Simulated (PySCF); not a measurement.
## Excitation energy of Sn⁺ by level of theory

Sn⁺ [Kr] 4d10 5s2 5p1 (2P) → Sn⁺ [Kr] 4d10 5s1 5p1 6s1 (4P), as a difference of total energies. Computed with PySCF 2.14 in aug-cc-pVDZ-PP with ECP28MDF, with a scalar-relativistic core potential. Correlated levels: valence: 4s2 4p6 4d10 frozen. The calculations carry no spin-orbit coupling.

| method | excitation energy (cm⁻¹) |
| --- | --- |
| UHF | 96260 |
| MP2 (valence) | 100830 |
| SCS-MP2 (valence) | 102540 |
| CCSD (valence) | 102810 |
| CCSD(T) (valence) | 102880 |
| CCSDT (valence) | 102910 |
| FCI (valence) | 102910 |

The promoted electron is Rydberg-like, and one or two diffuse shells describe it only roughly, which tends to raise the upper state.
